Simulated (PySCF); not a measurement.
An unknown is described by computed data only.

Formula: C2H11NSi4.

| Quantity | Value |
| --- | --- |
| 13C NMR | chemical shifts (computed TMS as zero) by class: 118.2 (1 C), 115.5 (1 C) ppm [GIAO PBE0/pcSseg-1] |
| 1H NMR | chemical shifts (computed TMS as zero) by class: 5.10 (2 H), 4.77 (6 H), 4.29 (3 H) ppm [GIAO PBE0/pcSseg-1] |
| Dipole | 0.45 D [PBE0/pcSseg-1] |
| Rotational structure | rotational constants A, B, C: 2.622, 0.480, 0.424 GHz [GFN2-xTB] |
| NMR, other nuclei | isotropic shieldings of nuclei other than C and H, by class: 289 (1 N), 399 (2 Si), 402 (1 Si), 449 (1 Si) ppm [GIAO PBE0/pcSseg-1] |

Gas-phase values; electronic properties from PySCF, density fitting. Levels stand in brackets. One conformer (not necessarily the lowest) at the GFN2-xTB geometry, without solvent, vibrations or thermal averaging. Each NMR value is the plain mean over a class of atoms that symmetry, rotation or inversion makes alike.

Problem. What is the compound? Reason from the data.

Solution. Numbering: `[SiH3:1][C:2]#[C:3][SiH2:4][N:5]([SiH3:6])[SiH3:7]`. Its formula, C2H11NSi4, gives 2 degrees of unsaturation: 0 rings and 2 π bonds in the structure found. 2 carbons fall into 2 classes; from least to most shielded: alkyne carbon [C3] (118.2 ppm), alkyne carbon [C2] (115.5 ppm). Hydrogen classes from least to most shielded: 2 H on an SiH2 silicon, Si4 (5.10 ppm), 6 H on 2 SiH3 silicons, Si6/Si7 (4.77 ppm), 3 H on an SiH3 silicon, Si1 (4.29 ppm). The other shieldings belong to: 289 ppm, nitrogen bridging silicon atoms [N5]; 399 ppm, SiH3 silicon [Si6/Si7]; 402 ppm, SiH2 silicon [Si4]; 449 ppm, SiH3 silicon [Si1]. The optimised geometry has point group C1 and is an asymmetric top. Structure: `[SiH3]C#C[SiH2]N([SiH3])[SiH3]`. Computed isomers that give other values at the same levels: `N#C[C@H]([SiH3])[SiH]([SiH3])[SiH3]` (13C chemical shifts (computed TMS as zero) by class: 125.2 (1 C), -9.5 (1 C) ppm). The assignments are read from this structure; whether some other isomer fits the data as well wasn't checked.

Conformer computed: `[SiH3:1][C:2]#[C:3][SiH2:4][N:5]([SiH3:6])[SiH3:7]`: C3–Si4–N5–Si6 -27°.
